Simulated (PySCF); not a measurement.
Si(F)(I)2(OH) (FHI2OSi), SMILES [Si](I)(I)(F)O.

The structure is a stationary point at PBE0-D3(BJ)/def2-SVP. The structure was generated by enumeration, and PubChem lists no compound with its InChIKey, so it may never have been made. The def2 effective core potentials stand for the cores of I; spin–orbit coupling is left out. One conformer was computed; it need not be the lowest.

Two levels are set side by side: PBE/def2-TZVP (PySCF) and HF/def2-TZVP (PySCF). Same geometry, gas phase. Differences are taken from unrounded values.

```tsv
quantity	HF	PBE	PBE minus HF
orbital gap (eV)	12.31	4.50	-7.82
highest occupied level (eV)	-10.35	-6.74	3.61
lowest empty level (eV)	1.96	-2.24	-4.20
dipole moment (D)	1.56	1.37	-0.18
mean polarisability (bohr³)	81.3	91.1	9.8
```

PBE's occupied levels lie high since its potential decays too fast outside the molecule; exact exchange lowers them and widens the gap. Loosely held outer electrons make PBE densities more polarisable. Differences between two approximate levels are no errors against the true value.

Rough cost on one machine, each run with all the roots and properties that it gave: HF against PBE within a factor of 2.
